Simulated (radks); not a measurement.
Question: These are the eigenvalues of the occupied orbitals of an atom or ion with whole-number occupations (hartree). Calculated with a radial shooting solver on a logarithmic mesh with Libxc functionals: Dirac Kohn-Sham, PBE, spin-unpolarised, spherical densities, finite nucleus; Fermi nuclear charge, rms radius of each element as measured or else 0.836 A^(1/3) + 0.57 fm.

orbital  eigenvalue
1s1/2     -1931.208
2s1/2     -464.7361
2p1/2     -457.5552

Which element is it, and in what charge state? The configuration may be excited. Open shells, if any, fill j = l - 1/2 first.

Answer: Z = 62, samarium, charge +57: Sm57+ in [He] 2s2 2p1. The list shows which subshells hold electrons but not how many an open one holds; the 1s level, -1931.2 hartree, gives Z - s = 62.1 by -(Z - s)^2/2, which with screening and relativity narrows Z to a few neighbours, and the depths of the outer levels then fix element, charge and occupations together.
